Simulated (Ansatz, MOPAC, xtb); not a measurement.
**AlSiNH6O (SMILES O[SiH2][NH][AlH2]): methods side by side**

The runs start from one conformer, not always the lowest.

AlSiNH6O, singlet, SMILES `O[SiH2][NH][AlH2]`. Each level relaxes the structure for itself.

Quantity: the zero-point energy at each level's own minimum, in kJ/mol. The values are calculated.

| level | kind | program | value (kJ/mol) |
| --- | --- | --- | --- |
| AM1 | semi-empirical | MOPAC | 163.2 |
| MNDO | semi-empirical | MOPAC | 172.2 |
| GFN2-xTB | semi-empirical | xtb | 148.9 |
| GFN1-xTB | semi-empirical | xtb | 147.3 |
| HF/STO-3G | Hartree–Fock | Ansatz | 199.7 |
| HF/3-21G | Hartree–Fock | Ansatz | 171.8 |
| HF/6-31G* (Cartesian functions) | Hartree–Fock | Ansatz | 172.1 |
| PBE/def2-SVP | GGA | Ansatz | 155.8 |
| PBE0-D4/def2-TZVP | global hybrid | Ansatz | 161.0 |
| B3LYP/6-31G* (Cartesian functions) | global hybrid | Ansatz | 161.1 |

Harmonic and unscaled. The values span 147.3 to 199.7 kJ/mol. Without the sets that lack polarisation functions the rows with a basis span only 155.8 to 172.1 kJ/mol.
